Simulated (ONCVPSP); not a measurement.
## Cutoff test, molybdenum, ONCV

| Property | Result |
| --- | --- |
| Element | molybdenum |
| Generator | ONCVPSP 4.0.1 |
| Type | optimised norm-conserving Vanderbilt (ONCV) |
| Functional | PBE |
| Relativity | fully relativistic |
| Frozen core | [Ar] 3d10 |
| Valence charge | 14 |
| Reference configuration | 4s2 4p6 4d5 5s1 |
| Partial waves | 4s+5s: rc 1.50 bohr, ncon 3, nbas 6, qcut 6.2 1/bohr, 2 projectors; 4p: rc 1.20 bohr, ncon 4, nbas 8, qcut 8.1 1/bohr, 1 projector; 4d: rc 2.50 bohr, ncon 4, nbas 8, qcut 5 1/bohr, 3 projectors, debl 2.8 Ha |
| Local potential | polynomial inside 0.80 bohr (lpopt 5, dvloc0 6 Ha) |
| Core correction | none |

Open shells are filled in proportion to 2j + 1.

**Question.** For each optimised wave give the share of its norm inside rc, the residual kinetic energy above qcut (Ha) and the cutoffs (Ha) for errors of 10, 1, 0.1 and 0.01 mHa per electron.

**Answer.**

```csv
wave,norm inside rc,residual KE,10 mHa,1 mHa,0.1 mHa,0.01 mHa
4s,0.856,2.7e-04,12.9,16.9,38.3,83.2
5s,0.036,9.5e-05,8.7,15.1,19.4,42.5
4p j=3/2,0.501,3.8e-04,21.8,29.6,70.0,136.0
4p j=1/2,0.530,4.7e-04,22.0,30.1,80.4,139.7
4d j=5/2,0.755,1.7e-04,8.9,11.0,15.8,36.9
d projector 2 j=5/2,0.191,4.5e-03,11.5,20.6,46.5,53.6
d projector 3 j=5/2,0.156,4.3e-02,15.0,33.4,56.4,62.8
4d j=3/2,0.765,1.9e-04,8.9,11.1,16.2,37.1
d projector 2 j=3/2,0.191,4.7e-03,11.5,20.9,46.7,53.8
d projector 3 j=3/2,0.157,4.5e-02,15.1,33.8,56.6,62.9
```

The occupied waves need 30 Ha and 80 Ha for 1 and 0.1 mHa. Note: no bound ghost flagged; GHOST(+) flagged for s at 7.6 eV.
